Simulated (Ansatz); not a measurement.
`C[B](F)[GeH3]` + `OCS` → `OC[S][GeH3]` + `CBF`  (cleavage of the Ge–B bond)

Gas-phase electronic energies from Ansatz, PBE0-D4/def2-TZVP geometries. CBS: MP2 limit from def2 TZ/QZ plus the TZ coupled-cluster correction, frozen cores. This one scheme is used for every species. DFT in def2-TZVPP. B3LYP here is the variant with VWN-RPA as its local correlation; programs differ in this. For Ge outer-core shells are correlated without core-valence functions, which leaves a few kJ/mol of doubt a bond. Scalar relativity is left out up to krypton. One conformer a species, not always the lowest.

| level | ΔE (kcal/mol) | difference from CCSD(T)/CBS |
| --- | --- | --- |
| PBE-D4 | -14.3 | 0.7 |
| r2SCAN-D4 | -15.4 | -0.4 |
| B3LYP-D4 | -15.5 | -0.5 |
| ωB97M-V | -15.1 | -0.1 |
| B2PLYP | -15.6 | -0.6 |
| PBE | -13.9 | 1.1 |
| r2SCAN | -15.3 | -0.3 |
| PBE0 | -14.5 | 0.5 |
| MP2/def2-TZVPP | -16.7 | -1.7 |
| SCS-MP2/def2-TZVPP | -16.4 | -1.4 |
| CCSD/def2-TZVPP | -14.6 | 0.4 |
| CCSD(T)/def2-TZVPP | -14.9 | 0.1 |
| HF/def2-QZVPP | -17.1 | -2.1 |
| MP2/def2-QZVPP | -16.8 | -1.8 |
| SCS-MP2/def2-QZVPP | -16.6 | -1.6 |
| MP2/CBS(def2) | -16.9 | -1.9 |
| CCSD(T)/CBS | -15.0 | 0 |

Largest T1 diagnostic among the species: 0.013.

The D4 term adds −0.8 kcal/mol with B3LYP and −0.4 kcal/mol with PBE0; it sums over pairs of atoms, weighted by their polarisabilities, and B3LYP, whose exchange is more repulsive, gets the larger term.
